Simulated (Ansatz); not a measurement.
`C[O][Y]([O]C)[O]C`. Total charge 0; spin multiplicity 1. Correlated methods include outer-core shells of Y, which these sets cover unevenly. Y takes the def2 core potential.

```xyz
16

C    -3.3244   -0.4930   -0.5975
O    -1.9774   -0.2840   -0.3580
Y     0.0008    0.0097   -0.0098
O     0.6781    1.8488    0.5201
C     1.1504    3.0962    0.8897
O     1.3000   -1.5410   -0.1761
C     2.1740   -2.6082   -0.2897
H    -3.7131    0.2112   -1.3456
H    -3.5165   -1.5090   -0.9687
H    -3.9193   -0.3582    0.3160
H     0.5269    3.5456    1.6745
H     1.1538    3.7909    0.0389
H     2.1782    3.0420    1.2738
H     1.6452   -3.5402   -0.5322
H     2.9168   -2.4353   -1.0802
H     2.7264   -2.7755    0.6448
```

(1) Give the diagnostics of a CCSD(T)/def2-TZVPP run (frozen core, Ansatz 0.2.0). (An estimate is asked.)

## Answers

(1) Computed: T1 = 0.0141, largest single amplitude 0.033, largest double 0.012, (T) share of the correlation energy 3.6 %, 9 CCSD cycles. The RHF solution is stable towards an unrestricted one. T1 lies under the customary mark of 0.02 for closed shells.
